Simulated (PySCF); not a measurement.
Correlation energy of Ne (neon, neutral)

[Ne], closed-shell 1S. Calculation: PySCF 2.14, in Sapporo-DZP-2012 (4s3p1d, 18 functions); scalar relativity by spin-free X2C-1e. Frozen: 1s2; 8 electrons correlated.

MP2 pair energies summed by pair of shells (mhartree):

| pair | energy | share (%) |
| --- | --- | --- |
| 2p-2p | -153.53 | 75.6 |
| 2s-2p | -41.70 | 20.5 |
| 2s-2s | -7.74 | 3.8 |

Total MP2 correlation energy: -202.97 mhartree.

Same-spin part -57.68 and opposite-spin part -145.28 mhartree; SCS-MP2 scales them by 1/3 and 6/5 to -193.57 mhartree.

```
  level  correlation energy (mhartree)
   CCSD                        -205.55
    (T)                          -1.13
CCSD(T)                        -206.68
```

Diagnostics: T1 = 0.0028, D1 = 0.0044, largest double amplitude 0.042.

Cost of the coupled-cluster step: 0.04 s of wall time on 1 thread of Intel(R) Xeon(R) Platinum 8559C (shared host), for 8 correlated electrons.
